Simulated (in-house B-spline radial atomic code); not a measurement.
# OLYP excitations of Rb⁺

Method: OLYP. Computed with a B-spline radial code for spherical atoms: linear response of the closed shell [Ar] 3d10 4s2 4p6 with the functional's adiabatic kernel; scalar-relativistic (spin-free one-electron X2C), finite nucleus, no spin-orbit coupling, no double excitations, S, P, D and F terms only; shells from n = 2 respond. Only terms of natural parity with L up to 3 were computed.

Command:
```bash
python run_td.py task.json out
```
Settings (radii: box in bohr, nucleus in fm):
```
Z                        37
electrons                36
configuration            [Ar] 3d10 4s2 4p6
hamiltonian              x2c
method                   optx,lyp
box_radius               41.61
rms_radius               4.2036
intervals                75
```

Time taken, with all properties: 2.8 s on 1 thread of Arm Neoverse N1, on a shared host.

The lowest states, in the order of their Tamm-Dancoff energies; the method's threshold (minus the highest occupied level) is 21.658 eV. Labels give the largest channel, * marks a mixed state, and oscillator strengths are full-response dipole values. Semilocal kernels can invert the small singlet-triplet splittings of Rydberg terms. Energies in eV:

```tsv
state	full response	Tamm-Dancoff	oscillator strength
4p → 5s 3P	15.071	15.086	-
4p → 5s 1P	15.324	15.336	0.326
4p → 4d 3P	?	?	-
4p → 4d 3F	17.030	17.090	-
4p → 5p 3S	17.476	17.494	-
4p → 5p 3D	17.503	17.511	-
4p → 5p 1D	17.599	17.606	-
4p → 4d 1F	17.753	17.763	-
4p → 5p 1S	18.292	18.370	-
4p → 4d 1P	19.028	19.132	1.13
4p → 6s 3P	19.660	19.663	-
4p → 6s 1P	?	?	?
4p → 6p 3S	20.173	20.176	-
4p → 6p 3D	20.176	20.177	-
4p → 6p 1D	20.194	20.195	-
```

Problem. Where does 4p → 4d 3P lie?

Solution. At 16.935 eV in full response, 16.992 eV in Tamm-Dancoff.

Problem. Where does 4p → 6s 1P lie?

Solution. At 19.718 eV in full response, 19.721 eV in Tamm-Dancoff, oscillator strength 0.105.

Problem. How large is the singlet-triplet splitting of 4p → 5s (P terms) in Tamm-Dancoff?

Solution. 0.251 eV, from the unrounded values.

Problem. What polarisabilities and dispersion coefficient does the method give?

Solution. Dipole 9.373 bohr³, quadrupole 38.47 bohr⁵, C6 56.81 hartree·bohr⁶ for two such species.
